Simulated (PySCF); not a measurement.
## Nuclear quadrupole coupling in `[H]/N=C/[C@H](OC)[Si@H](N)O[SiH3]`

Compound: C₃H₁₂N₂O₂Si₂.
Z-matrix (Å and degrees, GFN2-xTB geometry), rows numbered from 1:
```
C 
O   1  1.4051
C   2  1.4178  1  113.48
C   3  1.4748  2  113.24  1    71.63
N   4  1.2582  3  121.54  2  -155.49
Si  3  1.9244  2  105.12  1  -171.15
N   6  1.7132  3  104.98  2    50.17
O   6  1.6231  3  108.56  2   -72.95
Si  8  1.6249  6  153.80  3    12.07
H   1  1.0976  2  110.95  3    61.24
H   1  1.0963  2  111.69  3   -59.88
H   1  1.0893  2  106.85  3  -179.49
H   3  1.0957  2  110.87  1   -52.80
H   4  1.1019  3  113.29  2    28.16
H   5  1.0176  4  115.27  3  -175.54
H   6  1.4540  3  112.51  2   171.52
H   7  1.0076  6  118.75  3   -26.30
H   7  1.0062  6  119.61  3  -167.27
H   9  1.4644  8  107.21  6   -84.81
H   9  1.4603  8  103.51  6   156.10
H   9  1.4626  8  109.72  6    36.15
```

Field gradients from the PBE0/pcSseg-1 density (PySCF, non-relativistic), principal values in atomic units, ordered |Vxx| ≤ |Vyy| ≤ |Vzz|:

```csv
atom,Vxx,Vyy,Vzz
O2,-0.0350,-1.9981,2.0331
N5,0.3312,0.6730,-1.0042
N7,0.3130,0.6112,-0.9243
O8,-0.4600,-0.6019,1.0619
```

Problem. Find the asymmetry η = (Vxx − Vyy)/Vzz and the couplings χ = eQV/h (234.96 MHz × Q in barn × V in au), with Q(17O) = −0.0256 b, Q(14N) = 0.02044 b.

Solution. 
```tsv
atom	environment	nucleus	η	χzz (MHz)	χxx (MHz)	χyy (MHz)
O2	ether oxygen	17O	0.97	-12.23	0.21	12.02
N5	imine nitrogen	14N	0.34	-4.823	1.591	3.232
N7	silicon-bound nitrogen	14N	0.32	-4.439	1.503	2.936
O8	siloxane oxygen	17O	0.13	-6.39	2.77	3.62
```

At O2 η is above 0.9: Vyy and Vzz are nearly equal in size and opposite in sign, so a small change could swap them and flip the sign of χzz. 

Problem. What is Vzz at O8 in SI units (1 au = 9.71736 × 10²¹ V/m²)?

Solution. 1.0619 au = 10.319 × 10²¹ V/m².

Problem. And the gradient at the other heavy atoms, for which no coupling is worked out here?

Solution. 
```tsv
atom	environment	Vzz (au)	η
C1	methoxy carbon	0.376	0.09
C3	sp3 carbon bound to oxygen	0.397	0.47
C4	imine carbon	0.431	0.31
Si6	oxygen-bound silicon	-0.395	0.82
Si9	oxygen-bound silicon	0.573	0.06
```

Problem. What couplings would deuterons (Q(2H) = 0.00286 b) have in place of the hydrogens, at this geometry?

Solution. 
```csv
atom,bonded to,bond length (Å),Vzz (au),η,χzz (kHz)
H10,C1,1.098,0.2882,0.08,194
H11,C1,1.096,0.2903,0.09,195
H12,C1,1.089,0.3050,0.06,205
H13,C3,1.096,0.2937,0.09,197
H14,C4,1.102,0.2828,0.03,190
H15,N5,1.018,0.3909,0.03,263
H16,Si6,1.454,0.1657,0.02,111
H17,N7,1.008,0.4254,0.16,286
H18,N7,1.006,0.4327,0.17,291
H19,Si9,1.464,0.1593,0.02,107
H20,Si9,1.460,0.1625,0.02,109
H21,Si9,1.463,0.1598,0.02,107
```

Isolated species at its GFN2-xTB geometry (one conformer only). GFN2-xTB bond lengths can be off by several hundredths of an ångström, more for odd bonds, and the gradients follow them. The basis is small and wasn't made for field gradients, so the couplings can be 20 % off.

These values come from a run that also computed NMR shieldings. Hardware: one thread, Arm Neoverse N1 (aarch64), shared host with 64 logical CPUs at a one-minute load of 60. Cost: 97 s, 1.1 GiB resident at most.
